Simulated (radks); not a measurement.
Species: Rh15+. Configuration: [Ar] 3d10 4s2 (the NIST ground configuration). All-electron calculation, non-relativistic Kohn-Sham, exchange-only B88, spin-polarised, spherical densities, point nucleus; relativity is left out, which matters for an element this heavy. Program: a radial shooting solver on a logarithmic mesh with Libxc functionals.

Unscreened Slater integrals over Kohn-Sham orbitals (cm^-1). They are taken over the spin-up orbitals.

integral    value
F0(4s,4s)  224410
F0(4s,3d)  283450
G2(4s,3d)   25564
F0(4s,3p)  280190
G1(4s,3p)   26359
F0(4s,3s)  279120
G0(4s,3s)   19722
F0(3d,3d)  550240
F2(3d,3d)  274730
F4(3d,3d)  175390
F0(3d,3p)  522150
F2(3d,3p)  252500
G1(3d,3p)  288290
G3(3d,3p)  185640
F0(3d,3s)  515110
G2(3d,3s)  213970
F0(3p,3p)  505190
F2(3p,3p)  255370
F0(3p,3s)  498960
G1(3p,3s)  327300
F0(3s,3s)  493930
